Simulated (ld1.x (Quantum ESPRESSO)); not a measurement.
**cadmium (Cd): excitation energies, all-electron against TM**

cadmium, norm-conserving Troullier–Martins (Kleinman–Bylander form), made with ld1.x (Quantum ESPRESSO) 7.5 (PBEsol, scalar-relativistic). Core [Ar] 3d10, reference 4s2 4p6 4d10 5s0 5p0 (charge +2). Waves: 4p (bound): rc 1.35 bohr; 4d (bound): rc 1.60 bohr; 4s (bound): rc 0.95 bohr. Local part: the s channel. Core correction: none.

Energies are relative to the spin-unpolarised reference configuration 4s2 4p6 4d10 5s0 5p0; without spin polarisation the order of configurations can differ from experiment.

**Question.** Give the all-electron excitation energy and the error of the potential for: 4s2 4p6 4d10 5s2 5p0; 4s2 4p6 4d10 5s1 5p0; 4s2 4p6 4d9 5s0 5p0; 4s2 4p6 4d9 5s2 5p0; 4s2 4p6 4d10 5s1.5 5p0; 4s2 4p6 4d9 5s2 5p1; 4s2 4p6 4d10 5s0 5p1.

**Answer.**

```
 valence configuration  charge  ΔE all-electron (eV)  error AE − PS (meV)
  4s2 4p6 4d10 5s2 5p0       0               -26.404                 +245
  4s2 4p6 4d10 5s1 5p0      +1               -17.096                 +156
   4s2 4p6 4d9 5s0 5p0      +3                37.998                 +0.3
   4s2 4p6 4d9 5s2 5p0      +1                -8.430                 +379
4s2 4p6 4d10 5s1.5 5p0    +0.5               -22.673                 +208
   4s2 4p6 4d9 5s2 5p1       0               -13.758                 +445
  4s2 4p6 4d10 5s0 5p1      +1               -11.247                 +133
```

Levels in the configuration 4s2 4p6 4d9 5s2 5p0:

```csv
level,all-electron (eV),pseudo (eV)
4s,-119.696,-119.491
4p,-80.587,-80.399
4d,-24.576,-24.419
5s,-14.648,-14.759
```

ld1.x printed “convergence not achieved” for 6 of the counted tests; their residual had stalled under 1e-8, short of the target of 1e-14.
